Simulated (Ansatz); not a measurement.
## Nudged elastic band run: CH$_{5}$BrF$_{2}$Si

Input:

```yaml
crystal:
  periodic: [false, false, false]
  atoms:
    - { symbol: Si, position_ang: [-1.784007, -0.148924, -0.639231] }
    - { symbol: Br, position_ang: [-1.591262, -2.157796, 0.215738] }
    - { symbol: F, position_ang: [-0.564207, 0.118559, -1.650308] }
    - { symbol: F, position_ang: [-1.686809, 0.939729, 0.541392] }
    - { symbol: H, position_ang: [-3.0605, 0.015653, -1.352238] }
    - { symbol: H, position_ang: [1.573946, -0.806379, 0.311532] }
    - { symbol: C, position_ang: [1.737904, 0.246945, 0.577296] }
    - { symbol: H, position_ang: [2.586272, 0.320747, 1.270304] }
    - { symbol: H, position_ang: [0.837217, 0.650252, 1.059463] }
    - { symbol: H, position_ang: [1.951448, 0.821314, -0.333948] }
basis:
  gaussian: { orbitals: def2-SVP }
hamiltonian:
  xc: r2scan
  dispersion: d4
neb:
  order_check: false
  images: 7
  f_tol: 0.05
  max_iterations: 60
  final_atoms:
    - { symbol: Si, position_ang: [-0.77607484, 0.6341039, -0.30495117] }
    - { symbol: Br, position_ang: [0.29530657, -3.24862456, 0.06938581] }
    - { symbol: F, position_ang: [-0.55209711, -0.42761364, -1.52840516] }
    - { symbol: F, position_ang: [-1.0984258, 2.04981529, -1.01725047] }
    - { symbol: H, position_ang: [-1.986065, 0.20802729, 0.43325372] }
    - { symbol: H, position_ang: [0.00731768, -2.29437164, -0.95575424] }
    - { symbol: C, position_ang: [0.78012572, 0.75172353, 0.67270748] }
    - { symbol: H, position_ang: [1.04236141, -0.22916499, 1.10101589] }
    - { symbol: H, position_ang: [0.67436398, 1.47349857, 1.49838213] }
    - { symbol: H, position_ang: [1.6131894, 1.08270625, 0.03161601] }
  initial_path:
    images:
      - { positions_ang: [[-1.784007, -0.148924, -0.639231], [-1.591262, -2.157796, 0.215738], [-0.564207, 0.118559, -1.650308], [-1.686809, 0.939729, 0.541392], [-3.0605, 0.015653, -1.352238], [1.573946, -0.806379, 0.311532], [1.737904, 0.246945, 0.577296], [2.586272, 0.320747, 1.270304], [0.837217, 0.650252, 1.059463], [1.951448, 0.821314, -0.333948]] }
      - { positions_ang: [[-1.57225687, -0.08467642, -0.59239984], [-1.34439301, -2.25910573, 0.11017092], [-0.55637588, 0.06706152, -1.73154341], [-1.51906823, 1.13569903, 0.27623774], [-2.8347534, -0.01877446, -0.94963065], [1.29761307, -0.83895838, 0.28791681], [1.54960639, 0.26305733, 0.57064375], [2.39246665, 0.17287963, 1.19465941], [0.77161968, 0.70881867, 1.13767921], [1.81554361, 0.85409882, -0.30373394]] }
      - { positions_ang: [[-1.36050674, -0.02042884, -0.54556868], [-1.09752402, -2.36041546, 0.00460384], [-0.54854476, 0.01556404, -1.81277882], [-1.35132746, 1.33166906, 0.01108349], [-2.60900681, -0.05320193, -0.5470233], [1.02128014, -0.87153777, 0.26430162], [1.36130878, 0.27916965, 0.5639915], [2.1986613, 0.02501225, 1.11901482], [0.70602237, 0.76738534, 1.21589542], [1.67963921, 0.88688364, -0.27351989]] }
      - { positions_ang: [[-1.14875662, 0.04381874, -0.49873752], [-0.85065504, -2.46172519, -0.10096324], [-0.54071364, -0.03593343, -1.89401424], [-1.18358669, 1.52763908, -0.25407077], [-2.38326021, -0.08762939, -0.14441595], [0.74494721, -0.90411715, 0.24068643], [1.17301116, 0.29528198, 0.55733925], [2.00485595, -0.12285512, 1.04337023], [0.64042505, 0.82595201, 1.29411163], [1.54373482, 0.91966847, -0.24330583]] }
      - { positions_ang: [[-0.93700649, 0.10806632, -0.45190635], [-0.60378605, -2.56303492, -0.20653031], [-0.53288252, -0.08743091, -1.97524965], [-1.01584592, 1.72360911, -0.51922503], [-2.15751361, -0.12205685, 0.2581914], [0.46861428, -0.93669654, 0.21707124], [0.98471355, 0.31139431, 0.550687], [1.8110506, -0.27072249, 0.96772564], [0.57482773, 0.88451869, 1.37232784], [1.40783042, 0.95245329, -0.21309177]] }
      - { positions_ang: [[-0.89677358, 0.23957571, -0.41516756], [-0.37901289, -2.73443233, -0.13755128], [-0.53768617, -0.17247659, -1.86353853], [-1.03649089, 1.80516065, -0.64373139], [-2.11465146, -0.03953582, 0.30195698], [0.35329013, -1.27611531, -0.07613513], [0.93356659, 0.42147661, 0.58119212], [1.6188783, -0.26033311, 1.0010482], [0.59971179, 1.03176366, 1.40384141], [1.45917017, 0.98501653, -0.15191482]] }
      - { positions_ang: [[-0.85654066, 0.37108511, -0.37842876], [-0.15423974, -2.90582974, -0.06857225], [-0.54248981, -0.25752228, -1.75182741], [-1.05713586, 1.8867122, -0.76823775], [-2.0717893, 0.04298522, 0.34572256], [0.23796598, -1.61553409, -0.3693415], [0.88241964, 0.53155892, 0.61169724], [1.426706, -0.24994374, 1.03437076], [0.62459585, 1.17900863, 1.43535498], [1.51050991, 1.01757977, -0.09073788]] }
      - { positions_ang: [[-0.81630775, 0.5025945, -0.34168996], [0.07053341, -3.07722715, 0.00040678], [-0.54729346, -0.34256796, -1.64011628], [-1.07778083, 1.96826374, -0.89274411], [-2.02892715, 0.12550626, 0.38948814], [0.12264183, -1.95495287, -0.66254787], [0.83127268, 0.64164123, 0.64220236], [1.2345337, -0.23955436, 1.06769332], [0.64947991, 1.3262536, 1.46686855], [1.56184966, 1.05014301, -0.02956093]] }
      - { positions_ang: [[-0.77607484, 0.6341039, -0.30495117], [0.29530657, -3.24862456, 0.06938581], [-0.55209711, -0.42761364, -1.52840516], [-1.0984258, 2.04981529, -1.01725047], [-1.986065, 0.20802729, 0.43325372], [0.00731768, -2.29437164, -0.95575424], [0.78012572, 0.75172353, 0.67270748], [1.04236141, -0.22916499, 1.10101589], [0.67436398, 1.47349857, 1.49838213], [1.6131894, 1.08270625, 0.03161601]] }
```

Run as:

```bash
$ ansatz run input.yaml --threads 4 --pin off --max-ram 5120MiB --backend cpu --events-out ev --progress --plain --runs-dir out
```

Output, in part (warnings, iteration lines, the closing report on the highest movable image, with atoms numbered from 0):

```
NEB end point (image 0): max|allowed force component| = 1.693e-2 eV/Å (the criterion of neb.relax_end_points is 1.000e-2)
NEB end point (image 8): max|allowed force component| = 1.368e-2 eV/Å (the criterion of neb.relax_end_points is 1.000e-2)
NEB iter   1: max|band force component| = 8.255e0 eV/Å  barrier→ = 3.6171 eV  barrier← = 2.8490 eV  Δτ_max = 0.2000 Å  (251 SCF iters)
NEB iter   2: max|band force component| = 3.988e0 eV/Å  barrier→ = 2.5231 eV  barrier← = 1.7550 eV  Δτ_max = 0.2000 Å  (238 SCF iters)
NEB iter   3: max|band force component| = 1.511e0 eV/Å  barrier→ = 2.3765 eV  barrier← = 1.6083 eV  Δτ_max = 0.1988 Å  (220 SCF iters)
NEB iter   4: max|band force component| = 1.530e0 eV/Å  barrier→ = 2.1563 eV  barrier← = 1.3881 eV  Δτ_max = 0.0988 Å  (206 SCF iters)
NEB iter   5: max|band force component| = 9.090e-1 eV/Å  barrier→ = 2.0651 eV  barrier← = 1.2969 eV  Δτ_max = 0.0860 Å  (204 SCF iters)
NEB iter   6: max|band force component| = 7.469e-1 eV/Å  barrier→ = 2.0089 eV  barrier← = 1.2407 eV  CI = image 4  Δτ_max = 0.0973 Å  (203 SCF iters)
NEB iter   7: max|band force component| = 6.279e-1 eV/Å  barrier→ = 2.2199 eV  barrier← = 1.4518 eV  CI = image 4  Δτ_max = 0.2000 Å  (203 SCF iters)
NEB iter   8: max|band force component| = 1.056e0 eV/Å  barrier→ = 2.4629 eV  barrier← = 1.6947 eV  CI = image 4  Δτ_max = 0.0993 Å  (212 SCF iters)
NEB iter   9: max|band force component| = 3.982e-1 eV/Å  barrier→ = 2.4268 eV  barrier← = 1.6586 eV  CI = image 4  Δτ_max = 0.1529 Å  (203 SCF iters)
NEB iter  10: max|band force component| = 3.557e-1 eV/Å  barrier→ = 2.4369 eV  barrier← = 1.6688 eV  CI = image 4  Δτ_max = 0.1972 Å  (201 SCF iters)
NEB iter  11: max|band force component| = 2.868e-1 eV/Å  barrier→ = 2.4227 eV  barrier← = 1.6546 eV  CI = image 4  Δτ_max = 0.0906 Å  (205 SCF iters)
NEB iter  12: max|band force component| = 6.857e-2 eV/Å  barrier→ = 2.4230 eV  barrier← = 1.6548 eV  CI = image 4  Δτ_max = 0.0374 Å  (196 SCF iters)
NEB iter  13: max|band force component| = 3.974e-2 eV/Å  barrier→ = 2.4229 eV  barrier← = 1.6547 eV  CI = image 4  Δτ_max = 0.0000 Å  (403 SCF iters)
Total energy: -84458.47518277 eV, -3103.7917149561 hartree
Atom 0 at    -0.881852     0.126348    -0.475151 Å, force    -0.029352     0.014529    -0.016630 eV/Å
Atom 1 at    -0.441736    -2.453501    -0.169379 Å, force    -0.002276    -0.006495     0.001705 eV/Å
Atom 2 at    -0.613275    -0.096916    -2.045839 Å, force    -0.005559     0.007814     0.018051 eV/Å
Atom 3 at    -0.942189     1.760735    -0.455969 Å, force     0.006243    -0.013547    -0.006391 eV/Å
Atom 4 at    -2.123702    -0.180918     0.241590 Å, force     0.020680    -0.002009    -0.008014 eV/Å
Atom 5 at     0.413773    -0.859522     0.301008 Å, force     0.010419     0.005542     0.005516 eV/Å
Atom 6 at     0.926126     0.286332     0.542831 Å, force    -0.015148     0.012627     0.013436 eV/Å
Atom 7 at     1.718757    -0.377026     0.935258 Å, force     0.010770    -0.003918    -0.003812 eV/Å
Atom 8 at     0.562923     0.900417     1.377570 Å, force    -0.000270    -0.008095    -0.003191 eV/Å
Atom 9 at     1.381176     0.894152    -0.251919 Å, force     0.004493    -0.006448    -0.000669 eV/Å
Dipole moment:     0.394411     0.445601     0.482484 e Å
```

The run converged. A vibrational analysis at the climbing image gives one clearly imaginary mode, 525i cm⁻¹: a first-order saddle point. The orbitals stay closed-shell, which can raise the energy where a bond breaks towards radicals; this wasn't checked here.

Final band (atoms are numbered from 1 in the order of the input):

```csv
image,path coordinate (Å),energy (eV),Si1–Br2 (Å),H6–C7 (Å),Si1–C7 (Å)
0,0.00,0.00,2.19,1.10,3.75
1,1.20,0.03,2.19,1.10,3.86
2,2.40,0.24,2.20,1.09,3.56
3,3.59,1.28,2.29,1.10,2.86
4,4.79,2.42,2.63,1.28,2.08
5,5.65,1.41,3.16,1.95,1.89
6,6.52,1.00,3.67,2.61,1.85
7,7.38,0.83,3.81,3.15,1.84
8,8.24,0.77,4.05,3.54,1.84
```

Run time: 6.2 min on 4 threads of Arm Neoverse N1 (shared host), peak memory 0.21 GiB.
